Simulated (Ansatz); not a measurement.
A made-up structure of HTeO2, doublet:

```xyz
4
angstrom
O 0.3398 -0.2159 1.6635
Te -0.9302 0.4208 0.5631
O -0.1363 0.1038 -1.1837
H 1.0609 -0.1065 2.3030
```

It is relaxed with PBE-D4/def2-SVP and then PBE0-D4/def2-TZVP (Ansatz 0.2.0). Atoms count as bonded within 1.22 times the sum of their covalent radii (H–H: 0.88 Å). The end point is not checked to be a true minimum.

Question: Does its bonding change? (Judge from chemistry; the calculation decides.)

Answer: By the calculation: No: no bond forms or breaks.

Where it ends: The first stage lowers the energy by 1.06 eV in 11 steps. It ends as HTeO₂ ([O][Te][OH]):
O1  (0.174, -0.090, 2.021)
Te2  (-1.018, 0.277, 0.528)
O3  (0.114, 0.223, -0.866)
H4  (1.064, -0.208, 1.663)
(Å)

Labels in which every atom is bracketed show which atoms are joined, not bond orders.

For scale, one of the runs: PBE0-D4/def2-TZVP relaxation, 118 basis functions, launched by `ansatz run in.yaml --threads 2 --pin off --events-out ev --progress --plain --max-ram 4352MiB`. The run took about 22 s on 2 CPU threads of an Arm Neoverse V1 (shared host).
